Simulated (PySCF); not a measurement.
# Bond curve of SbO⁻

Set-up: basis Sb def2-SVPD with ECP28, O def2-SVPD; scalar-relativistic core potentials; PySCF 2.14. Energies in eV from Sb + O⁻ in their ground configurations at the same level. All curves are PBE0. state 1: ³Σ⁻ (triplet), unpaired electrons π ↑↑; state 2: Ms = 0 determinant of mixed spin (⟨S²⟩ near 1.0), unpaired electrons π ↑↓, a mixture of terms (⟨Lz²⟩ = 2.0), a second solution, started from another occupation; state 3: ⁵Π (quintet), unpaired electrons σ ↑, π ↑↑↑, a second solution, started from another occupation.

```
R (Å)  state 1  state 2  state 3
1.650   -2.393   -2.133    3.716
1.727   -3.229   -2.969    2.357
1.804   -3.679   -3.419    1.357
1.861   -3.834   -3.574    0.781
1.919   -3.873   -3.613    0.321
1.977   -3.823   -3.564   -0.042
2.053   -3.659   -3.400   -0.408
2.149   -3.347   -3.089   -0.721
2.264   -2.887   -2.631   -0.947
2.418   -2.223   -1.968   -1.085
```

Put a parabola through the three lowest points of the state 1 curve and estimate Re, k and ωe (reduced mass 14.13 u; 1 eV/Å² = 0.16022 mdyn/Å; ωe = 1302.8·√(k/μ) cm⁻¹).

Through R = 1.861, 1.919, 1.977 Å the second-order coefficient is 13.2 eV/Å², so Re ≈ 1.915 Å, k ≈ 4.24 mdyn/Å and ωe ≈ 714 cm⁻¹. A polynomial fit of higher order to the unrounded PBE0 energies gives Re = 1.913 Å, k = 4.35 mdyn/Å, ωe = 723 cm⁻¹; anharmonicity and rounding make the difference.

The higher-order fit for each curve: state 1: Re = 1.913 Å, ωe = 723 cm⁻¹, De = 3.87 eV; state 2: Re = 1.913 Å, ωe = 722 cm⁻¹, minimum 3.61 eV below the ground-state fragments; state 3: Re = 2.548 Å, ωe = 230 cm⁻¹, minimum 1.11 eV below the ground-state fragments.

These are scalar-relativistic numbers at best; spin–orbit coupling would shift them, the dissociation energy most. For an ion De counts to the pair picked by the measured ionisation energies or electron affinities, which need not be the lowest pair at this level. The highest Kohn–Sham level is positive in this anion. Much of that is self-interaction error, but it also means that the finite basis helps to hold the extra electron. The state is the lowest determinant that a PBE0 search found; another state may lie lower at other levels.
